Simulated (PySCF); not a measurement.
# Hartree-Fock beside MP2: AlH3NOSi

These are calculations, not measurements. The program is PySCF 2.14.0, an open-source quantum chemistry code, run on an isolated molecule that a program drew, which may never have been made. The molecule is AlH3NOSi (charge 0, doublet), drawn as the SMILES string `O=[SiH][NH][AlH]`.

The geometry was optimised and harmonic frequencies were computed with HF and MP2, all in the cc-pV(D+d)Z basis, for the commonest isotopes, with a restricted reference for singlets and an unrestricted one otherwise, and a frozen core in MP2. Each result is a local minimum of its method.

Geometry at the HF minimum:
```xyz
7
AlH3NOSi, angstrom
O    -1.7625   -2.3350    2.7501
Si   -1.0028   -1.2821    2.0043
N    -1.5564    0.2367    1.5419
Al   -0.7566    1.5986    0.6453
H     0.3874   -1.4229    1.5493
H    -2.5132    0.4005    1.8255
H    -1.6674    2.8784    0.4205
```

Lengths of the bonds as drawn, in Å (atoms numbered as above):
```
  bond     HF    MP2
O1-Si2  1.497  1.537
Si2-N3  1.681  1.708
N3-Al4  1.816  1.830
Si2-H5  1.470  1.478
 N3-H6  1.011  1.027
Al4-H7  1.587  1.589
```

Rotational constants, in GHz:
| constant | HF | MP2 |
|---|---|---|
| A | 35.26 | 34.26 |
| B | 1.933 | 1.898 |
| C | 1.832 | 1.799 |

Harmonic frequencies in cm^-1, each column in rising order, so a row needn't be the same motion in every method:
```
rank,HF,MP2
1,106,91
2,161,146
3,253,256
4,336,308
5,569,541
6,657,564
7,716,670
8,747,711
9,951,885
10,974,915
11,1201,?
12,1357,1233
13,1938,1914
14,2379,2304
15,3717,3540
```

**Estimate the missing MP2 frequency from the HF column.**

A single factor s that minimises the squared misfit of MP2 against s times HF over the other rows is sum(HF x MP2) / sum(HF^2) = 0.9544, with an rms misfit of 32 cm^-1. For rank 11 it gives 0.9544 x 1201 = 1146 cm^-1. The calculation gives 1085 cm^-1, 61 cm^-1 below the estimate. The drawn bonds are on average 1.2 % longer in MP2 than in HF.
